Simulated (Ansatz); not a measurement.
```xyz
2

Cr    0.0000    0.0000    0.0000
Li    0.0000    0.0000    4.4200
```

Basis set: pcseg-2 (spherical functions). Some runs use density fitting. Charge 0, multiplicity 6.

Computed with Ansatz (development build ahead of 0.2.0); each method stands on the lowest determinant of its kind that the runs found.

Q: Give the atomization energy at this shape (free ground-state atoms in the same class of orbitals less the molecule, no zero-point energy) of sextet CrLi by PBE0 (unrestricted), PBE (unrestricted).

A:

```tsv
method	atomization energy
PBE0 (unrestricted)	0.15 eV
PBE (unrestricted)	0.18 eV
```

Caution: other spin multiplicities were not run; the shape is not the minimum. Caution for PBE0 (unrestricted): the unrestricted determinant is a mixture of spin states. Caution for PBE (unrestricted): the unrestricted determinant is spin contaminated.
